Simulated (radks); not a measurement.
Excited configurations of Sm I: one electron is placed in a higher orbital outside [Xe] 4f6 6s1. The ground configuration is [Xe] 4f6 6s2. Calculated with a radial shooting solver on a logarithmic mesh with Libxc functionals: scalar-relativistic Kohn-Sham, PBE, spin-unpolarised, spherical densities, point nucleus. Excitation = E - E(ground); binding = E(ion) - E, where the ion is the core of charge +1; n* = 1/sqrt(2 binding) in atomic units, and the quantum defect is n - n*.

outer orbital  excitation (eV)  binding (eV)     n*  quantum defect  eigenvalue (eV)  <r> (bohr)
5d                       2.007         3.940  1.858           3.142           -1.134       3.732
6d                       4.463         1.484  3.028           2.972           -0.720       11.55
6f                       5.293         0.654  4.561           1.439           -0.367       28.25
7s                       3.826         2.121  2.533           4.467           -1.263       10.26
7p                       4.378         1.568  2.945           4.055           -0.913       13.13
7d                       5.017         0.930  3.825           3.175           -0.533       21.29
7f                       5.468         0.479  5.331           1.669           -0.292       42.02

The Delta-SCF ionisation energy is 5.947 eV (NIST Atomic Spectra Database: 5.644 eV, measured). Self-interaction in the functional shifts the binding energies and quantum defects, so they are the method's values and not measured ones. Spin polarisation and multiplet splitting are left out, so open shells lie too high by an amount that depends on their filling. Spin-orbit splitting is averaged out at the scalar-relativistic level.

Beside tabulated values, note that spin-unpolarised runs miss the spin-polarisation part of the exchange energy of open shells.
